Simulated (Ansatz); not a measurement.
Basis-set series for CH5FO2Sn (`[CH3][Sn]([OH])([OH])[F]`). Charge 0, multiplicity 1. Sn: def2 effective core potential. Geometry: relaxed with PBE0-D4/def2-TZVP. It is one conformer, not always the lowest.

```xyz
10

C    -0.659   -0.137    1.558
Sn    0.225    0.154   -0.330
O     1.804   -0.964   -0.521
O    -0.917   -0.115   -1.887
F     0.789    1.978   -0.570
H     0.063   -0.625    2.211
H    -0.941    0.831    1.968
H    -1.543   -0.764    1.444
H     2.124   -1.022   -1.425
H    -0.944    0.665   -2.449
```

```json
{"functional": "PBE0-D4", "basis": "def2-SVP", "functions": "107", "energy (Eh)": "-505.23620", "HOMO (eV)": "-8.53", "LUMO (eV)": "-0.69"}
{"functional": "PBE0-D4", "basis": "def2-TZVPP", "functions": "244", "energy (Eh)": "-505.62692", "HOMO (eV)": "-8.80", "LUMO (eV)": "-1.03"}
{"functional": "ωB97M-V", "basis": "def2-SVP", "functions": "107", "energy (Eh)": "-505.38145", "HOMO (eV)": "-10.92", "LUMO (eV)": "1.29"}
{"functional": "ωB97M-V", "basis": "def2-TZVPP", "functions": "244", "energy (Eh)": "-505.78265", "HOMO (eV)": "-11.20", "LUMO (eV)": "0.85"}
```

(1) Give the rows for def2-QZVPP. (An estimate is asked.)

Answers

(1) The calculation gave: 
```tsv
functional	basis	functions	energy (Eh)	HOMO (eV)	LUMO (eV)
PBE0-D4	def2-QZVPP	460	-505.64742	-8.85	-1.18
ωB97M-V	def2-QZVPP	460	-505.80239	-11.25	0.49
```

Positive LUMOs are unbound and depend on the basis.

All numbers were calculated with Ansatz.
